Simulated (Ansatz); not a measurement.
Input for Ansatz (a quantum-chemistry and plane-wave program):
Ansatz 0.2 input:
```yaml
crystal:
  periodic: [false, false, false]
  atoms:
    - {symbol: Te, position_ang: [0.24251408, 0.09021167, 0.37458785]}
    - {symbol: Cl, position_ang: [2.09821989, -0.02188028, -1.22814728]}
    - {symbol: Cl, position_ang: [-1.70711670, -0.93683014, 1.45583415]}
    - {symbol: Cl, position_ang: [-1.13291096, 0.68276885, -1.37348501]}
basis:
  gaussian:
    orbitals: STO-3G
hamiltonian:
  xc: pbe
  dispersion: d4
magnetization: {spin_polarized: true, initial_magnetization: 1}
```

Give the <S^2> at the level Ansatz with PBE-D4/STO-3G.

0.751

What total energy does PBE-D4/STO-3G give?

-15827.199721 Ry

Give the number of basis functions at the level PBE-D4/STO-3G.

54
